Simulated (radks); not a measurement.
All-electron atom: Tb IV in [Kr] 4d10 4f(up 4.5, down 4.5) 5p6 5s(up 1, down 0) (fractional occupations, a model configuration).

Calculated with a radial shooting solver on a logarithmic mesh with Libxc functionals: scalar-relativistic Kohn-Sham, BLYP, spin-polarised, spherical densities, finite nucleus; Fermi nuclear charge, rms radius 5.06 fm.

Energy parts (eV):
total: -318528.15
kinetic: 342785.67
electron-nucleus: -776603.54
Hartree: 122252.23
exchange-correlation: -6962.51

Orbitals (lengths in bohr, moments of r in powers of bohr; <r^-3> diverges for s and p1/2):
\begin{tabular}{lrrrr}
orbital & occ. & eigenvalue (eV) & <r^-3> & <r> \\ \hline
1s up & 1 & -51887.50 & - & 0.02151 \\
1s down & 1 & -51887.39 & - & 0.02151 \\
2s up & 1 & -8625.765 & - & 0.09150 \\
2s down & 1 & -8625.696 & - & 0.09150 \\
2p up & 3 & -7669.178 & 12100 & 0.08088 \\
2p down & 3 & -7669.107 & 12100 & 0.08088 \\
3s up & 1 & -1934.909 & - & 0.2394 \\
3s down & 1 & -1934.834 & - & 0.2394 \\
3p up & 3 & -1639.848 & 2557 & 0.2381 \\
3p down & 3 & -1639.771 & 2557 & 0.2381 \\
3d up & 5 & -1255.124 & 343.8 & 0.2165 \\
3d down & 5 & -1255.049 & 343.8 & 0.2165 \\
4s up & 1 & -406.0196 & - & 0.5417 \\
4s down & 1 & -405.8777 & - & 0.5417 \\
4p up & 3 & -308.9294 & 570.2 & 0.5741 \\
4p down & 3 & -308.7715 & 570.4 & 0.5739 \\
4d up & 5 & -175.6417 & 63.90 & 0.6246 \\
4d down & 5 & -175.4224 & 64.00 & 0.6239 \\
4f up & 4.5 & -31.6421 & 8.445 & 0.8607 \\
4f down & 4.5 & -31.2034 & 8.514 & 0.8573 \\
5s up & 1 & -76.0290 & - & 1.305 \\
5s down & 0 & -75.0996 & - & 1.308 \\
5p up & 3 & -52.5270 & 78.90 & 1.513 \\
5p down & 3 & -51.7026 & 77.98 & 1.521 \\
\end{tabular}

The highest occupied level is 4f down at -31.203 eV. The configuration is held as typed, so some empty levels lie below it. The electron density at the nucleus is 7.203e+05 e/bohr^3 (large components only). The density falls to 0.001 e/bohr^3 at r = 3.27 bohr. Spin moment in Bohr magnetons: 1. Summed over all electrons, <r^2> = 34.81 bohr^2, which gives a Langevin (diamagnetic) susceptibility term of -27.6 x 10^-6 cm^3/mol.
